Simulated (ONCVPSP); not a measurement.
**vanadium (V), ONCV: configuration errors across variants**

ONCVPSP 4.0.1 input, shortened (lines: element, Z, core and valence counts, functional; n l f; lmax; l rc ep ncon nbas qcut; lloc lpopt rc5 dvloc0; l nproj debl; icmod fcfact rcfact), LDA (Perdew-Wang 92), scalar-relativistic:

```
  V 23.00    3    4  -001012      upf
    1    0    2.00
    2    0    2.00
    2    1    6.00
    3    0    2.00
    3    1    6.00
    3    2    3.50
    4    0    1.50
    2
    0    1.30    0.00    3    7    7.10
    1    1.35    0.00    5    9    9.10
    2    1.40    0.00    4    8   13.30
    4    1    1.10   -1.00
    0    2    3.00
    1    2    2.70
    2    3    2.40
    3    4.00    1.35
```

All-electron excitation energies from the reference (eV): (1) 3s2 3p6 3d3 4s2 -0.024; (2) 3s2 3p6 3d3 4s1 7.910; (3) 3s2 3p6 3d3 4s0 22.449; (4) 3s2 3p5 3d3 4s2 50.867.

Errors AE − PS in meV (a dash: test not solved or not reliable):

```tsv
change	(1)	(2)	(3)	(4)	bound ghosts	GHOST(+) flags above zero
base	+2.1	+0.5	-1.5	-2.0	none	none
core correction Teter function, fcfact 4, rcfact 1.02	+2.2	+0.5	-1.4	-1.3	none	none
core correction Teter function, fcfact 4, rcfact 1.22	+2.1	+0.5	-1.4	-1.5	none	none
core correction Teter function, fcfact 4, rcfact 1.34	+2.1	+0.5	-1.5	-2.0	none	none
core correction Teter function, fcfact 4, rcfact 1.78	+1.9	+0.4	-1.5	-8.4	none	none
core correction Teter function, fcfact 4, rcfact 1.98	+1.6	+0.3	-1.5	-16	none	none
```

**Question.** Give the same row for: core correction Teter function, fcfact 4, rcfact 1.56.

**Answer.** +2.1, +0.4, -1.5, -3.9; bound ghosts: none; GHOST(+) flags above zero: none.
